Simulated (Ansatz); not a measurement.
Reaction (redistribution): `[Cl][Ga]([Cl])[SeH]` + `NP(O)O` → `OP(O)[SeH]` + `[NH2][Ga]([Cl])[Cl]`

Calculated with Ansatz (gas phase, PBE0-D4/def2-TZVP geometries, no zero-point term in ΔE). CCSD(T)/CBS adds triple-zeta CCSD(T) − MP2 to the extrapolated MP2 energy (def2 sets, frozen cores). Functionals use def2-TZVPP. For Ga, Se outer-core shells are correlated without core-valence functions, which leaves a few kJ/mol of doubt a bond. Scalar relativity is left out up to krypton. Each species was taken in one conformer, which may not be the lowest.

(1) Is it downhill or uphill in electronic energy at CCSD(T)/CBS, and by how much? (Estimate.)

(2) What do these levels give: revPBE, r2SCAN, PBE0, SCS-MP2/def2-TZVPP, CCSD(T)/def2-TZVPP, HF/CBS(def2)? (An estimate is asked.)

Largest T1 diagnostic among the species: 0.013.

Answers

(1) Ansatz gave: Uphill: ΔE = +64.7 kJ/mol.

(2) Computed: revPBE 57.6, r2SCAN 61.7, PBE0 66.8, SCS-MP2/def2-TZVPP 67.1, CCSD(T)/def2-TZVPP 67.5, HF/CBS(def2) 79.7 kJ/mol.

Leaving LDA and LC-ωPBE aside and taking each functional with its dispersion term where it has one, the values, not all of them listed here, spread over 16.8 kJ/mol, from BLYP-D4 to BHLYP-D4. From PBE to PBE0 (25 % exact exchange), in def2-TZVPP and without D4, ΔE moves by +7.8 kJ/mol.
